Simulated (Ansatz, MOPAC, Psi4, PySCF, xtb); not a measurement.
Donor–acceptor adduct: BH3 (SMILES B) (first 4 atoms) with C2H6S (SMILES CSC); geometry from B3LYP-D3(BJ)/def2-TZVP, rigid monomers moved along the line of their centres of mass till B1···S6 is 1.77 Å.
(charge 0, multiplicity 1):
```xyz
13

B     -0.3293     0.6027     0.7595
H      0.0017    -0.2209    -0.0559
H     -1.4951     0.9039     0.7056
H      0.4334     1.5290     0.8904
C      1.5177    -0.5835     2.4692
S     -0.2553    -0.3177     2.2643
C     -0.5315     0.9564     3.5118
H      1.7209    -0.9982     3.4549
H      1.8190    -1.2920     1.7007
H      2.0435     0.3584     2.3219
H     -0.3431     0.5527     4.5050
H     -1.5734     1.2575     3.4266
H      0.1118     1.8101     3.3048
```

| level | interaction energy (kcal/mol) | cost |
|---|---|---|
| AM1 | -35.68 | - |
| PM3 | -53.63 | - |
| PM6 | -50.29 | - |
| PM7 | -26.07 | - |
| GFN1-xTB | -28.14 | - |
| GFN2-xTB | -18.68 | - |
| HF/STO-3G (no counterpoise) | -34.32 | - |
| HF/3-21G (no counterpoise) | -4.27 | - |
| HF/6-31G* | -11.05 | - |
| HF/6-31G* (no counterpoise) | -11.99 | - |
| HF/aug-cc-pV(D+d)Z | -13.29 | - |
| PBE/def2-TZVPPD | -36.84 | ×1 |
| PBE-D3(BJ)/def2-TZVPPD | -39.34 | ×1 |
| PBE-D4/def2-TZVPPD | -39.29 | ×1 |
| BP86/6-31G* (no counterpoise) | -30.22 | - |
| r2SCAN/def2-TZVPPD | -37.44 | ×2 |
| r2SCAN-D3(BJ)/def2-TZVPPD | -38.18 | ×2 |
| r2SCAN-D4/def2-TZVPPD | -38.07 | ×2 |
| B3LYP/3-21G (no counterpoise) | -19.45 | - |
| B3LYP/6-31G* | -23.73 | - |
| B3LYP/6-31G* (no counterpoise) | -25.13 | - |
| B3LYP/6-311+G** (no counterpoise) | -25.07 | - |
| B3LYP/def2-TZVPPD | -27.99 | ×2 |
| B3LYP-D3(BJ)/def2-TZVPPD | -32.30 | ×2 |
| B3LYP-D4/def2-TZVPPD | -31.89 | ×2 |
| PBE0/def2-TZVPPD | -36.11 | ×1 |
| PBE0-D3(BJ)/def2-TZVPPD | -38.32 | ×1 |
| PBE0-D4/def2-TZVPPD | -38.19 | ×1 |
| M06-2X/6-31G* (no counterpoise) | -29.33 | - |
| wB97X-V/def2-TZVPPD | -32.79 | ×3 |
| wB97M-V/def2-TZVPPD | -33.39 | ×3 |
| MP2/6-31G* | -22.25 | - |
| MP2/6-31G* (no counterpoise) | -28.80 | - |
| MP2/aug-cc-pV(D+d)Z | -27.06 | - |
| SCS-MP2/aug-cc-pV(D+d)Z | -22.58 | - |
| CCSD/aug-cc-pV(D+d)Z | -22.57 | - |
| CCSD(T)/aug-cc-pV(D+d)Z | -24.19 | ×9 |
| SAPT0/jun-cc-pV(D+d)Z | -37.54 | - |

The rows run from -53.63 (PM3) to -4.27 kcal/mol (HF/3-21G (no counterpoise)). In aug-cc-pV(D+d)Z the value moves HF -13.29, MP2 -27.06, CCSD -22.57, CCSD(T) -24.19, a shift of -10.90 from HF to CCSD(T). The dispersion term adds -2.49 in PBE-D3(BJ), -2.44 in PBE-D4, -0.75 in r2SCAN-D3(BJ). The 6 functionals in def2-TZVPPD without D3 or D4 span 9.45, from r2SCAN to B3LYP.

Counterpoise-corrected where a basis set is named; no monomer relaxation. Rows marked so take none.

Frozen-core correlation. Rows in 3-21G, 6-311+G**, 6-31G*, STO-3G carry no dispersion term and start afresh at each structure (6-31G* with six Cartesian d functions). MP2/6-31G* freezes PySCF's default core. The state that AM1, PM3, PM6, PM7 reach isn't checked; PM7 holds dispersion and hydrogen-bond terms.

Run with Ansatz (Gaussian orbitals); MOPAC for AM1, PM3, PM6, PM7 (differences of heats of formation); Psi4 for SAPT; PySCF for 3-21G rows, 6-311+G** rows, 6-31G* rows, STO-3G rows, the dispersion terms; xtb for the GFN methods. Each number belongs to the level named beside it.

Costs are rough ratios of core time to PBE/def2-TZVPPD (about 12 s over the structures, on one shared machine); a dash marks a level with no comparable run of its own.

Ansatz is a first-principles code.
